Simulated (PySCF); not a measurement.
## MFe for M along the chalcogens

r²SCAN with triple-zeta basis sets in PySCF, for the lowest determinant that a PBE0 search found; no spin–orbit coupling. De refers to high-spin ground-configuration atoms. A positive dipole means M(−)Fe(+).

```tsv
M	basis	state (unpaired electrons)	Re (Å)	ωe (cm⁻¹)	De (eV)	μ (D)
O	def2-TZVPP	quintet (σ ↑, π ↑↑, δ ↑)	1.589	949	n/a	4.39
S	x2c-TZVPPall	quintet (σ ↑, π ↑↑, δ ↑)	1.994	537	n/a	4.96
Se	def2-TZVPP	quintet (σ ↑, π ↑↑, δ ↑)	2.138	386	n/a	5.17
```

The shortest bond is that of FeO (1.589 Å), the longest that of FeSe (2.138 Å).

The rows differ in basis set, which adds steps of its own.

Relativity is treated differently too: O no relativity; S spin-free X2C; Se no relativity.

De is n/a where a free atom or ion gave no sound limit at this level.

Down a group bonds as a rule get longer and wavenumbers fall, partly through the reduced mass; this series shows no clear exception.

De is left out where the level can put another filling of the metal’s s and d shells below the measured ground configuration, by anything from nothing to about 1 eV. Spin–orbit coupling is left out. The state is the lowest single determinant that the PBE0 search found; with open d or f shells the true ground state can be another one.
